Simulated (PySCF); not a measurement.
## Dipole response of Ba (barium, neutral)

[Xe] 6s2, closed-shell 1S. All numbers are calculated (PySCF 2.14, scalar relativity by spin-free X2C-1e, in aug-cc-pVDZ-X2C (8s7p5d, 54 functions)). Coupled (time-dependent) response in atomic units; α is the mean over directions. A double-zeta set is small for polarisabilities.

```csv
method,mean α (bohr³),C₆ (like pair),S(−4)
UHF,322.1,6824,45910
PBE,259.5,4992,29670
PBE0,273.0,5381,32640
B3LYP,249.0,4716,27200
BHandHLYP,264.2,5138,30550
```

S(−4) is the Cauchy moment in α(ω) = α(0) + S(−4) ω² + …

Reference α: 272 ± 10 bohr³ (recommended; Schwerdtfeger and Nagle, table of static dipole polarizabilities (2023 update)). Published C₆: 5540 (Gould and Bucko (2016)).

Hartree-Fock lies above the reference because it lacks correlation, which contracts the outer shell.

α(iu) at B3LYP:

```csv
u (hartree),α(iu) (bohr³)
0,249.0
0.0500,196.2
0.100,122.4
0.200,53.42
0.300,30.77
0.500,15.78
0.750,9.331
1.00,6.243
1.50,3.311
2.00,2.017
3.00,0.9572
5.00,0.3583
```

A single London oscillator, α(iu) = α/(1 + u²/ω²), gives C₆ = (3/4) ω α². Matching the computed C₆ needs ω = 4 × 4716 / (3 × 249.0²) = 0.101 hartree.

Spin-orbit coupling, which splits the p, d and f shells strongly at this Z, is absent.
